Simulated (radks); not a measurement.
The numbers below are computed, except where a source is named.
Numerical settings for neutral oxygen, [He] 2s2 2p4. Code: a radial shooting solver on a logarithmic mesh with Libxc functionals. Model: Dirac Kohn-Sham, PBE, spin-unpolarised, spherical densities, point nucleus; open shells fill j = l - 1/2 first. The defaults (mesh step 0.008 in ln r, mesh end at 40 bohr or more with all orbitals vanishing there, Anderson mixing 0.5 over 9 steps, residual threshold near 1e-9 with the energy settled to 1e-9 hartree or 1e-11 of itself, here a cap of 63 iterations) give E = -75.0027 hartree and 2p3/2 at -9.013 eV in 14 iterations. Run on one thread of a shared host, so times are rough (Intel(R) Xeon(R) Platinum 8488C): 0.05 s of CPU time, 0.05 s wall, 14 iterations on 2496 mesh points. Changes against that run (0 stands for a change within the tolerance of the run):

[
 {"setting": "mesh step in ln r 0.2", "iterations": "63", "converged": "no", "E (mhartree)": "-4.79e+05", "e(2p3/2) (meV)": "-", "CPU (s)": "0.06"},
 {"setting": "mesh step in ln r 0.003", "iterations": "14", "converged": "yes", "E (mhartree)": "0", "e(2p3/2) (meV)": "0", "CPU (s)": "0.12"},
 {"setting": "mesh step in ln r 0.005", "iterations": "14", "converged": "yes", "E (mhartree)": "0", "e(2p3/2) (meV)": "0", "CPU (s)": "0.08"},
 {"setting": "mesh end (bohr) 400", "iterations": "14", "converged": "yes", "E (mhartree)": "0", "e(2p3/2) (meV)": "0", "CPU (s)": "0.06"},
 {"setting": "mesh end (bohr) 3", "iterations": "13", "converged": "yes", "E (mhartree)": "+244", "e(2p3/2) (meV)": "+5.66e+03", "CPU (s)": "0.04"},
 {"setting": "residual threshold 0.001", "iterations": "8", "converged": "yes", "E (mhartree)": "0", "e(2p3/2) (meV)": "-1.3", "CPU (s)": "0.04"},
 {"setting": "residual threshold 1e-05", "iterations": "10", "converged": "yes", "E (mhartree)": "0", "e(2p3/2) (meV)": "-0.00593", "CPU (s)": "0.04"},
 {"setting": "mixing 1", "iterations": "11", "converged": "yes", "E (mhartree)": "0", "e(2p3/2) (meV)": "0", "CPU (s)": "0.05"},
 {"setting": "linear mixing, mixing 0.05", "iterations": "63", "converged": "no", "E (mhartree)": "+0.0617", "e(2p3/2) (meV)": "-385", "CPU (s)": "0.2"},
 {"setting": "linear mixing, mixing 1", "iterations": "63", "converged": "no", "E (mhartree)": "+2.16e+03", "e(2p3/2) (meV)": "-8.94e+04", "CPU (s)": "0.53"},
 {"setting": "mixing history 2", "iterations": "19", "converged": "yes", "E (mhartree)": "0", "e(2p3/2) (meV)": "0", "CPU (s)": "0.06"},
 {"setting": "iteration cap 2", "iterations": "2", "converged": "no", "E (mhartree)": "+31.4", "e(2p3/2) (meV)": "-9.2e+03", "CPU (s)": "0.01"}
]

Settings that end as converged yet miss the energy by more than 1 mhartree: mesh end (bohr) 3 (+0.244 hartree). A mesh that ends early acts as a hard wall.
